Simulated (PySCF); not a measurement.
thiourea cation (CH₄N₂S), SMILES NC(N)=S (connectivity only; charge and spin as stated), charge +1, multiplicity 2.

Geometry optimised at B3LYP-D3(BJ)/def2-SVP. A frequency run showed that this geometry is not a minimum. The spin state was assumed, not searched. The values are those of a single conformer.

Two levels are set side by side: PBE/def2-TZVPD (PySCF) and PBE0/def2-TZVPD (PySCF). Same geometry, gas phase. Differences are taken from unrounded values.

```tsv
quantity	PBE0
α-spin orbital gap (eV)	7.35
β-spin orbital gap (eV)	2.96
mean polarisability (bohr³)	44.2
```

**Question.** What does PBE give, and how far is it from PBE0? (The exact figures need the calculation; the answer reports its results.)

**Answer.** 
| quantity | PBE | PBE minus PBE0 |
|---|---|---|
| α-spin orbital gap (eV) | 5.09 | -2.26 |
| β-spin orbital gap (eV) | 0.46 | -2.50 |
| mean polarisability (bohr³) | 45.6 | 1.4 |

PBE's more diffuse valence density responds more strongly to a field. Differences between two approximate levels are no errors against the true value.

Rough cost on one machine, each run with all the roots and properties that it gave: PBE0 against PBE within a factor of 2.
